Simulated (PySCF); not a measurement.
Compound: C5H3FNS (doublet state).
Bonds: N1–C2 (triple), C2–C3, C3–C4 (double), C4–F5, C4–C6, C6–C7, C7–S8, C3–S8. Hydrogens: H9 on C6; H10, H11 on C7.

The species is `N#CC1=C(F)[CH]CS1` [radical].

Computed with PySCF, UKS B3LYP, pcH-1 on C F H N S, non-relativistic, mean-field spin-orbit, GIAO. Isolated species at its GFN2-xTB geometry, gas phase. The geometry wasn't refined by DFT: couplings that depend on bond lengths, twists or pyramidal angles can differ widely from those at the functional's own minimum. The SCF solution wasn't tested for stability.

**Question.** The isotropic 1H couplings, averaged over equivalent nuclei, are +93.7, -26.2 MHz. Assign them to H9; H10/H11.

**Answer.** 
```
   site  a_iso (MHz)  ρ(0) (bohr⁻³)         position  distance from C3 (Å)  bound to  spin population there  largest |T| (MHz)
     H9        -26.2        -0.0059   1 bond from C6                  3.37        C6                  +0.39               16.0
H10/H11        +93.7        +0.0210  2 bonds from C6                  3.32        C7                  -0.05                3.9
```

ρ(0) is the spin density at the nucleus and T the dipolar tensor; a_iso includes a spin–orbit part; entries for several nuclei are means. The largest Mulliken spin populations are on C3 (+0.47), C6 (+0.39), N1 (+0.24) and S8 (+0.19). Four atoms exceed +0.15. The positive populations add up to 1.36 and the negative ones to -0.36, together 2S = 1. Main spin sites, with 60 % or more of the largest population: C3, C6; positions count bonds from the nearest.

Means are taken over nuclei equivalent by connectivity, which assumes that they swap fast.

C6, the radical centre as drawn in `N#CC1=C(F)[CH]CS1`, holds a spin population of +0.39 out of 1.

The run took 2.3 min wall, 2.1 min CPU (with the writing of density and orbital grids) on an Intel Xeon at 2.50 GHz with one thread (shared host), and the process peaked at 0.93 GiB of memory.
